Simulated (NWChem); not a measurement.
Molecule: AlH₂S₂F; SMILES [F][Al]([SH])[SH]

```xyz
6

Al    -0.3639    -0.0137     0.0000
F     -2.0252     0.0281     0.0000
S      0.7249     1.8659     0.0000
H     -0.4144     2.5949     0.0000
S      0.6201    -1.9459     0.0000
H      1.8529    -1.3891     0.0000
```
Atoms are numbered in this order, from 1.

Structure relaxed at the PBE0/def2-SVP level. B3LYP is NWChem's, with the RPA form of VWN correlation.

Symmetry labels are those of Cs in the frame above (b1 and b2, or b-type labels, depend on it).

Task: List the 6 lowest vertical singlet excitations from B3LYP/6-31+G* (spherical d), full TDDFT (NWChem).

Result: 
| state | energy (eV) | oscillator strength | symmetry | leading excitation (squared amplitude) |
|---|---|---|---|---|
| S1 | 5.21 | 0.000 | a" | HOMO → LUMO (0.99) |
| S2 | 5.81 | 0.110 | a" | HOMO−1 → LUMO (0.98) |
| S3 | 6.08 | 0.024 | a' | HOMO → LUMO+1 (0.79) |
| S4 | 6.10 | 0.000 | a" | HOMO → LUMO+2 (0.93) |
| S5 | 6.35 | 0.008 | a" | HOMO → LUMO+3 (0.61) |
| S6 | 6.63 | 0.020 | a' | HOMO−1 → LUMO+1 (0.90) |
